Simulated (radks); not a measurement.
The numbers below are computed, except where a source is named.
Valence configurations of Ca (all share [Ar]). Code: a radial shooting solver on a logarithmic mesh with Libxc functionals. Model: scalar-relativistic Kohn-Sham, r2SCAN, spin-polarised, spherical densities, finite nucleus; open shells are filled with parallel spins first; meta-GGA in the generalised Kohn-Sham scheme; Fermi nuclear charge, rms radius 3.4776 fm. Energies are relative to 4s2; eigenvalues in eV for spin up.

valence,E (eV),moment (Bohr magnetons),e(3d),e(4p),e(4s)
4s2,0.000,0,-,-,-3.832
4s1.5 4p0.5,1.048,1,-,-1.916,-4.508
4p2,4.287,2,-,-2.717,-
3d2,4.689,2,-0.789,-,-
3d1 4s0.5 4p0.5,3.004,2,-1.176,-1.715,-4.005
4s1 4p1,1.641,2,-,-2.251,-4.932
3d1 4s1,1.832,2,-0.817,-,-3.850
3d1.5 4s0.5,3.317,2,-0.765,-,-3.618

NIST lists [Ar] 4s2 as the ground configuration; this level of theory agrees among the configurations tried. The energies are those of spherical high-spin densities, not of single terms.
